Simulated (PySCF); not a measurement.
Compound: C6H6O2.
Z-matrix (Å and degrees, GFN2-xTB geometry), rows numbered from 1:
```
C 
C   1  1.5069
O   2  1.2114  1  123.55
C   2  1.4631  1  114.78  3  -179.86
C   4  1.3770  2  129.95  1  -179.98
C   5  1.4075  4  106.30  2  -180.00
C   6  1.3658  5  105.80  4    -0.03
O   7  1.3340  6  111.10  5    -0.01
H   1  1.0880  2  109.56  3   120.53
H   1  1.0862  2  109.87  3    -0.31
H   1  1.0878  2  109.68  3  -121.24
H   5  1.0704  4  125.76  2    -0.03
H   6  1.0704  5  127.24  4  -179.89
H   7  1.0729  6  131.58  5  -179.94
```

NICS is the negative of the GIAO shielding at a point without a nucleus: at the ring centre (0) and 1 Å above and below it (1); zz is the component along the ring normal. Level: GIAO PBE0/pcSseg-1 (PySCF, non-relativistic, gas phase) on the GFN2-xTB geometry, one conformer.

Ring bond lengths (Å), with Mayer bond orders in brackets: C4–C5 1.377 (1.49), C5–C6 1.408 (1.31), C6–C7 1.366 (1.55), C7–O8 1.334 (1.12), O8–C4 1.356 (1.02).

Q: What do the NICS probes read (ppm)?

A: 
```csv
ring,type,NICS(0),"NICS(1), two faces","NICS(1)zz, two faces",rms pucker (Å),"centre to ring atoms, mean (Å)"
C4–C5–C6–C7–O8,5-membered ring with O; formal bonds all aromatic,-11.6,-10.5 / -10.5,-26.2 / -26.2,0.00,1.16
```

Q: What can be read from them?

A: 
- C4–C5–C6–C7–O8: mean NICS(1)zz -26.2 ppm, shielded. For a flat ring without four-coordinate atoms the NICS criterion counts such a value as aromatic.

Q: How equal are the bonds by HOMA? Use HOMA with the parameters of Krygowski (1993).

A: 
- C4–C5–C6–C7–O8: HOMA 0.54; the largest term is that of O8–C4, α(R − Ropt)² = 1.29.

Q: At the second NICS(1) probe listed for ring C4–C5–C6–C7–O8, 1 Å off the ring, how large is the induced field along the normal in 9.4 T applied along it?

A: NICSzz × B0 = -26.2 ppm × 9.4 T = -246 μT, against the applied field.

Q: What are the shieldings of the ring atoms and their hydrogens in the same run (means over atoms taken as equivalent)?

A: 
| atoms | environment | σ isotropic (ppm) | principal values of the symmetric part, first atom (ppm) |
| --- | --- | --- | --- |
| C4 | substituted aromatic carbon | 26.6 | -44.4, 32.5, 91.6 |
| C5 | aromatic CH carbon | 62.8 | -20.8, 39.6, 169.5 |
| C6 | aromatic CH carbon | 67.4 | -19.7, 60.3, 161.7 |
| C7 | aromatic CH next to a ring oxygen | 37.0 | -44.7, 48.6, 107.2 |
| O8 | furan-type oxygen | 33.3 | -123.5, -32.5, 256.1 |
| H12 | aromatic hydrogen | 24.06 | 21.3, 24.7, 26.1 |
| H13 | aromatic hydrogen | 24.89 | 23.0, 25.7, 26.1 |
| H14 | aromatic hydrogen | 24.18 | 21.1, 25.6, 25.8 |

Hardware: one thread, x86-64 server, on a shared host. Cost: 28 s of wall time. This is the whole shielding run at PBE0/pcSseg-1, SCF included.
